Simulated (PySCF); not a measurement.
# How methods differ on the excitation energy of B⁺

B⁺ [He] 2s2 (1S) → B⁺ [He] 2s1 3s1 (3S), as a difference of total energies. Computed with PySCF 2.14 in aug-cc-pCVTZ-DK with one added diffuse shell each of s, p, d, f type (8s7p5d3f, 75 functions), with scalar relativity by spin-free X2C-1e. Correlated levels: valence: 1s2 frozen; valence and next inner shell: nothing frozen. The calculations carry no spin-orbit coupling.

```csv
method,excitation energy (cm⁻¹)
UHF,118130
LDA,124160
PBE,124180
PBE0,124310
r2SCAN,123530
BP86,124830
M06-2X,125270
BHandHLYP,126140
revPBE,124410
MP2 (valence),125470
SCS-MP2 (valence),127570
MP2 (valence and next inner shell),125790
SCS-MP2 (valence and next inner shell),127850
```

Errors of the correlated levels include the incompleteness of this basis and the frozen core.

Problem. Which method comes closest to the reference value, and which is furthest?

Solution. The reference is 129770 cm⁻¹ (measured; NIST levels). Closest: SCS-MP2 (valence and next inner shell) (error -1927.1 cm⁻¹); furthest: UHF (error -11648 cm⁻¹).
